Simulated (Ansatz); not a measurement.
`FC(F)=C(F)C(F)F` and `FC(F)=C(F)Br` differ in one atom or group.

Ansatz, PBE0-D4/def2-TZVP geometries, multiplicity 1. Each molecule was computed in one conformer, which needn't be the lowest.

Scalar relativity is left out up to krypton. Spin–orbit coupling is left out; it splits and shifts lone-pair levels of the heavy atoms by tenths of an eV.

```json
{"property": "HOMO–LUMO gap (PBE/def2-TZVPP) / eV", "`FC(F)=C(F)C(F)F`": "5.35"}
{"property": "LUMO energy (ωB97M-V/def2-TZVPP) / eV", "`FC(F)=C(F)C(F)F`": "1.96"}
{"property": "HOMO energy (PBE/def2-TZVPP) / eV", "`FC(F)=C(F)C(F)F`": "-6.67"}
{"property": "HOMO–LUMO gap (PBE0/def2-TZVPP) / eV", "`FC(F)=C(F)C(F)F`": "7.80"}
{"property": "zero-point energy (PBE0-D4/def2-TZVP) / kJ/mol", "`FC(F)=C(F)C(F)F`": "113.2"}
{"property": "HOMO energy (PBE0/def2-TZVPP) / eV", "`FC(F)=C(F)C(F)F`": "-8.12"}
```

(1) Give the same properties after the change, and the shifts. (Best estimate.)

Results:

(1) The calculation gave: 
```csv
property,`FC(F)=C(F)Br`,shift
HOMO–LUMO gap (PBE/def2-TZVPP) / eV,4.64,-0.71
LUMO energy (ωB97M-V/def2-TZVPP) / eV,1.84,-0.12
HOMO energy (PBE/def2-TZVPP) / eV,-6.04,0.63
HOMO–LUMO gap (PBE0/def2-TZVPP) / eV,7.02,-0.78
zero-point energy (PBE0-D4/def2-TZVP) / kJ/mol,52.0,-61.2
HOMO energy (PBE0/def2-TZVPP) / eV,-7.38,0.74
```

With PBE0 the HOMO rises by 0.74 eV and the LUMO falls by 0.05 eV, so the gap narrows by about 0.79 eV. PBE moves the HOMO by 0.63 eV and ωB97M-V by 0.82 eV. The zero-point energy changes by -61.2 kJ/mol with -9 modes.

Positive LUMOs are unbound, so they and the gaps depend on the basis.
